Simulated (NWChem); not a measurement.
System: Si$_{2}$NH$_{5}$, singlet; SMILES N[Si][SiH3]

```xyz
8

Si    -0.7582     0.8277     0.0000
N      0.8183     1.5591     0.0000
H      0.9264     2.5793     0.0000
H      1.7306     1.0887     0.0000
Si     0.0982    -1.4454     0.0000
H      1.6149    -1.5043     0.0000
H     -0.3806    -2.2149    -1.2101
H     -0.3806    -2.2149     1.2101
```
Atoms are numbered in this order, from 1.

Results from NWChem. Pople sets run with spherical d functions. Low-valent species are run as closed-shell singlets; no triplet was tried in these runs. Geometry: optimised at PBE-D3(BJ)/def2-SVP. Vertical excitations in the gas phase.

Task: Estimate the computed values for PBE/6-31G*, TDA. Quantities: lowest excitation, singlet (eV); oscillator strength of that lowest state; lowest state with f > 0.02, singlet (eV); oscillator strength of that bright state; orbital gap (eV).

Result: 
```
Quantity                                  Value
----------------------------------------  -----
lowest excitation, singlet (eV)            2.96
oscillator strength of that lowest state  0.010
lowest state with f > 0.02, singlet (eV)   4.99
oscillator strength of that bright state  0.072
orbital gap (eV)                           2.48
```
